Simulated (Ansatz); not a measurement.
C3H5 (SMILES [CH2]C=C) moved off its minimum; all values from Ansatz (a program for electronic structure), cores frozen in correlated methods. Open shells are unrestricted.
(charge 0, multiplicity 2)
```xyz
8

C     -0.6592     0.4428    -0.8933
C      0.1127    -0.4426    -0.2517
C      0.7922    -0.1333     0.8709
H     -1.1140     0.2506    -1.8274
H     -0.8732     1.2975    -0.6668
H      0.3914    -1.4226    -0.5728
H      1.2997    -0.8726     1.5742
H      0.5363     0.8697     1.6409
```

Task: Give the forces (eV/Å), the total energy and the dipole at CCSD(T)/cc-pVTZ.

Result: 
```
atom      Fx      Fy      Fz
----  ------  ------  ------
C1     0.581  -7.787  -4.274
C2     1.112  -0.807   0.320
C3     0.635   2.403   6.755
H4    -0.307  -0.937  -1.021
H5    -1.754   9.532   3.655
H6    -0.485  -0.534  -0.950
H7    -0.445   0.691  -1.606
H8     0.663  -2.560  -2.878
```
Energy -116.9666 hartree, dipole 0.28 D.

Doubts at one or more of the structures used: a spin-contaminated determinant (CCSD(T)/cc-pVTZ).
